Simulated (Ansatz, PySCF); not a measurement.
The pair A = PH3 (SMILES P) (first 4 atoms), B = AsH3 (SMILES [AsH3]); geometry from B3LYP-D3(BJ)/def2-TZVP.
(charge 0, multiplicity 1):
```xyz
8

P     -0.0237     0.1221    -0.4746
H      1.3881    -0.0020    -0.4601
H     -0.2378    -1.2642    -0.2726
H     -0.1115     0.0255    -1.8883
As     0.2154     0.3839     3.1491
H      0.3142     0.5102     4.6676
H     -1.2944     0.5842     3.1654
H      0.4730     1.8710     2.9437
```

Correlated levels freeze the cores. Filled d and f shells under p-block atoms count as core. CBS(a, b) extrapolates the correlation energy as X⁻³ and adds the Hartree–Fock energy of set b.

Programs: Ansatz (Gaussian orbitals); PySCF for the dispersion terms. Each number belongs to the level named beside it.

The monomers are drawn apart, rigid, along the line of their centres of mass. Counterpoise-corrected interaction energies (kcal/mol):

| level | R = 5.153 Å | R = 6.609 Å |
|---|---|---|
| PBE/def2-TZVPPD | -0.2355 | -0.0439 |
| PBE-D3(BJ)/def2-TZVPPD | -0.5038 | -0.1067 |
| wB97M-V/def2-TZVPPD | -0.3691 | -0.0865 |
| CCSD(T)/CBS(def2-SVPD, def2-TZVPPD) | -0.3711 | -0.0914 |

R is the distance of the centres of mass. Find the local exponent m of E ∝ R⁻ᵐ between the two points.


m = ln(E₁/E₂)/ln(R₂/R₁): PBE/def2-TZVPPD 6.7; PBE-D3(BJ)/def2-TZVPPD 6.2; wB97M-V/def2-TZVPPD 5.8; CCSD(T)/CBS(def2-SVPD, def2-TZVPPD) 5.6. For scale, two fixed dipoles give m = 3, dipole and quadrupole 4, quadrupoles 5, and dispersion or dipole-induced dipole 6 at long range; at these distances several terms mix, and what is left of overlap and damping shifts m, so it need not match one of them.

Ansatz is a first-principles code.
